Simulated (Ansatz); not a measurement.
```tsv
atom	x (Å)	y (Å)	z (Å)
O	0.0000	0.0000	-0.5316
C	0.0000	1.0681	0.1731
C	0.0000	-1.0681	0.1731
H	0.0000	1.8597	-0.4566
H	-0.8236	1.1342	0.7724
H	0.8236	1.1342	0.7724
H	0.0000	-1.8597	-0.4566
H	0.8236	-1.1342	0.7724
H	-0.8236	-1.1342	0.7724
```

Basis set: def2-TZVP (spherical functions). Correlated methods keep 3 orbitals frozen. Charge 0, multiplicity 1.

Computed with Ansatz (development build ahead of 0.2.0); each method stands on the lowest determinant of its kind that the runs found. Restricted open shells among the atoms or ions are ROHF, correlated in semicanonical orbitals with singles.

(1) Give the atomization energy at this shape (free ground-state atoms in the same class of orbitals less the molecule, no zero-point energy) of singlet C₂H₆O by RHF-MP2, RHF.

## Answers

(1)

```
 method  atomization energy
RHF-MP2     741.42 kcal/mol
    RHF     565.45 kcal/mol
```

Caution: no unrestricted run beside it, a lower state can exist; the shape is not the minimum.
